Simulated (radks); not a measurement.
All-electron atom: V16+ in [He] 2s2 2p3.

Calculated with a radial shooting solver on a logarithmic mesh with Libxc functionals: scalar-relativistic Kohn-Sham, SCAN, spin-polarised, spherical densities, finite nucleus; open shells are filled with parallel spins first; meta-GGA in the generalised Kohn-Sham scheme; Fermi nuclear charge, rms radius 3.6002 fm.

Energy parts (eV):
| part | energy |
|---|---|
| total | -20945.783 |
| kinetic | 21185.993 |
| electron-nucleus | -44592.441 |
| Hartree | 3214.257 |
| exchange-correlation | -753.593 |

Orbitals (lengths in bohr, moments of r in powers of bohr):
\begin{tabular}{lrrrrr}
orbital & occ. & eigenvalue (eV) & <r^2> & <r> & <r^4> \\ \hline
1s up & 1 & -6114.466 & 0.005907 & 0.06630 & 0.00008954 \\
1s down & 1 & -6095.903 & 0.005860 & 0.06606 & 0.00008800 \\
2s up & 1 & -1212.851 & 0.09697 & 0.2876 & 0.01581 \\
2s down & 1 & -1181.644 & 0.09934 & 0.2911 & 0.01663 \\
2p up & 3 & -1133.603 & 0.07592 & 0.2502 & 0.01113 \\
\end{tabular}

The highest occupied level is 2p up at -1133.6 eV. The electron density at the nucleus is 9974 e/bohr^3 (large components only).

Empty levels of this run are not shown, since the potential may be unsettled where no density lies.
